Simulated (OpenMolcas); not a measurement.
# Ir5+: moving or changing the point charges

Ir5+ among 6 point charges of -1.7 e arranged as a trigonal antiprism (D3d), 2.2 Å from the ion, with a polar angle of 47.6° against the regular 54.74°.

```yaml
Program: OpenMolcas 26.06
Method: "SS-CASPT2, IPEA 0.25 Eh, imaginary shift 0.1 Eh (closed shells correlated: 5s 5p)"
Basis: ANO-RCC-VDZP [7s6p4d2f]
Scalar_Hamiltonian: DKH2, point nucleus
Active_space: 4 electrons in 5 orbitals (5d)
State_averaging: 2S+1 = 5 even, 5 roots; 2S+1 = 3 even, 45 roots; 2S+1 = 1 even, 50 roots
Spin-orbit_coupling: state interaction with AMFI integrals over the reference wave functions
```

Runs around this geometry, states (labels of D3, the rotations of D3d). Energies in cm-1 above the lowest state or level, χT in cm3 K/mol.

```
R (Å)  q (e)  Polar angle / regular  Ground state  First state of that spin  First gap with spin-orbit (degeneracies)  χT at 300 K  First state of another spin
  2.2   -1.1                   0.87            5E                  5A1 1480                               5170 (1, 2)        0.046                     3E 17800
 2.08   -1.7                   0.87            5E                  5A1 3310                               4860 (1, 2)        0.056                     3E 14490
  2.2   -1.7                   0.87            5E                  5A1 2310                               4920 (1, 2)        0.052                     3E 16070
 2.42   -1.7                   0.87            5E                  5A1 1220                               5080 (1, 2)        0.047                     3E 17780
  2.2   -1.7                   0.94            5E                  5A1 3370                               5370 (1, 2)        0.047                     3E 16550
```

Taking the first state of the same spin as R^-n, n = -ln(1220 / 3310) / ln(2.42 / 2.08) = 6.6 between the shortest and longest distance.

Scaling the charges by -1.1 / -1.7 = 0.65 scales the first state of the same spin by 1480 / 2310 = 0.64; with fixed orbitals a first-order splitting would follow the charge.

Roots that are degenerate in the reference are averaged as groups; the widest CASPT2 spread within a group is 200 cm-1 (the 2-fold group of multiplicity 1 near 73700 cm-1 above the lowest state of its run, R = 2.2, q = -1.7, ratio = 0.94). Shifts and gaps below about the spread of the groups concerned are not significant. Point charges give a weaker field than real ligands, and real ions of this kind are as a rule low spin; the high spin found here belongs to the model. Free-ion shares, where given, are those of the reference states; single-state CASPT2 does not remix them. Spin-orbit coupling mixes the spin-free states strongly: the lowest level takes only 33 % from its leading state, 5E (figures for R = 2.2, q = -1.1, ratio = 0.87; the like holds for R = 2.08, q = -1.7, ratio = 0.87, R = 2.2, q = -1.7, ratio = 0.87, R = 2.42, q = -1.7, ratio = 0.87, R = 2.2, q = -1.7, ratio = 0.94). This shell can be high or low spin here, a state of another spin lies low, and with metal d orbitals alone active their balance is uncertain, so the ground spin may be wrong (holds for R = 2.08, q = -1.7, ratio = 0.87). Point charges carry no covalency, so the field is a model and not that of real ligands. No measured value stands beside these numbers.
